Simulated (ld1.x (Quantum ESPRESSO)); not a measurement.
**An all-electron radial function and its pseudo partner (Au)**

Columns: radius, all-electron u(r) and pseudo u(r) of the 6s shell (level -6.09 eV) of gold in the configuration [Xe] 4f14 5d10 6s1 6p0; LDA (PZ), scalar-relativistic, TM semilocal scheme, ld1.x (Quantum ESPRESSO) 7.5.

```json
{"r (bohr)": "0.163", "all-electron": "0.1098", "pseudo": "-0.0171"}
{"r (bohr)": "0.325", "all-electron": "-0.1971", "pseudo": "-0.0362"}
{"r (bohr)": "0.488", "all-electron": "0.0448", "pseudo": "-0.0595"}
{"r (bohr)": "0.650", "all-electron": "0.2762", "pseudo": "-0.0893"}
{"r (bohr)": "0.813", "all-electron": "0.2894", "pseudo": "-0.1290"}
{"r (bohr)": "0.975", "all-electron": "0.1553", "pseudo": "-0.1807"}
{"r (bohr)": "1.138", "all-electron": "-0.0329", "pseudo": "-0.2468"}
{"r (bohr)": "1.300", "all-electron": "-0.2158", "pseudo": "-0.3258"}
{"r (bohr)": "1.463", "all-electron": "-0.3705", "pseudo": "-0.4135"}
{"r (bohr)": "1.625", "all-electron": "-0.4879", "pseudo": "-0.4994"}
{"r (bohr)": "1.788", "all-electron": "-0.5716", "pseudo": "-0.5731"}
{"r (bohr)": "1.950", "all-electron": "-0.6252", "pseudo": "-0.6252"}
{"r (bohr)": "2.113", "all-electron": "-0.6549", "pseudo": "-0.6549"}
{"r (bohr)": "2.275", "all-electron": "-0.6659", "pseudo": "-0.6659"}
{"r (bohr)": "2.438", "all-electron": "-0.6626", "pseudo": "-0.6626"}
{"r (bohr)": "2.600", "all-electron": "-0.6487", "pseudo": "-0.6487"}
{"r (bohr)": "2.763", "all-electron": "-0.6271", "pseudo": "-0.6271"}
{"r (bohr)": "2.925", "all-electron": "-0.6004", "pseudo": "-0.6004"}
{"r (bohr)": "3.088", "all-electron": "-0.5700", "pseudo": "-0.5700"}
{"r (bohr)": "3.250", "all-electron": "-0.5377", "pseudo": "-0.5377"}
{"r (bohr)": "3.413", "all-electron": "-0.5043", "pseudo": "-0.5043"}
{"r (bohr)": "3.575", "all-electron": "-0.4709", "pseudo": "-0.4709"}
{"r (bohr)": "3.738", "all-electron": "-0.4377", "pseudo": "-0.4377"}
{"r (bohr)": "3.900", "all-electron": "-0.4057", "pseudo": "-0.4057"}
{"r (bohr)": "4.063", "all-electron": "-0.3746", "pseudo": "-0.3746"}
{"r (bohr)": "4.225", "all-electron": "-0.3451", "pseudo": "-0.3451"}
```

(1) How many radial nodes do the two functions have?

(2) At about which radius was the pseudo-wave matched?

(3) Is the pseudo-wave norm-conserving?

Results:

(1) The all-electron 6s function has n − l − 1 = 5 (the table is too coarse to show those close to the nucleus); the pseudo-wave has 0, since the states of the same l below it are removed with the core.

(2) 2.10 bohr, where the columns begin to agree (steps of 0.16 bohr).

(3) Yes: the TM semilocal scheme keeps the norm inside the radius equal to the all-electron one, which fixes the energy derivative of the logarithmic derivative at the level.
